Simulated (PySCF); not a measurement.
PySCF 2.14.0 with density-fitted response routines calculation with geometry: GFN2-xTB and PBE0/pcSseg-1 with gauge-including orbitals; no solvent model, non-relativistic, one averaged value for each set of equivalent atoms, a single conformation.

δ = σ(ref) − σ, references computed at the same level: TMS for 1H, 13C. Shifts are as computed. Against solution values, carbons near 30 ppm lie about +3 ppm off and those near 130 ppm about +5 ppm. Of 1309 compounds with measured shifts, 239 miss one by over three times the rms of a fit or turn the order of signals round; such compounds aren't used in these exercises.

(1) Order these molecules by the shift of their most shielded carbon, lowest δ first.
A. CC(C)C#CC1=CC[SiH2]1
B. FCC#CCC(F)F
C. C=Cc1nc(O[SiH3])no1

(2) Order these molecules by the shift of their most deshielded carbon, lowest δ first.
A. CCCC#CC1=CC[SiH2]1
B. C=Cc1nc(O[SiH3])no1
C. FCC#CCC(F)F

(3) How many 13C and 1H signals does each give (equivalence by symmetry and fast rotation, but not about amide C–N or C=N bonds)? `CCCC#CC1=CC[SiH2]1`, `FCC#CCC(F)F`, `CC(C)C#CC1=CC[SiH2]1`, `C=Cc1nc(O[SiH3])no1`, `O=COc1cncn1[SiH3]`

Results:

(1) A (18.5 ppm, allylic sp3 CH2 bonded to Si), B (29.2 ppm, propargylic sp3 CH2), C (128.2 ppm, alkene CH).

(2) C (122.2 ppm, sp3 CH bonded to 2 F), A (164.4 ppm, alkene CH), B (183.1 ppm, substituted aromatic carbon next to the ring oxygen).

(3) CCCC#CC1=CC[SiH2]1: 8 C, 6 H; FCC#CCC(F)F: 5 C, 3 H; CC(C)C#CC1=CC[SiH2]1: 7 C, 5 H; C=Cc1nc(O[SiH3])no1: 4 C, 4 H; O=COc1cncn1[SiH3]: 4 C, 4 H.
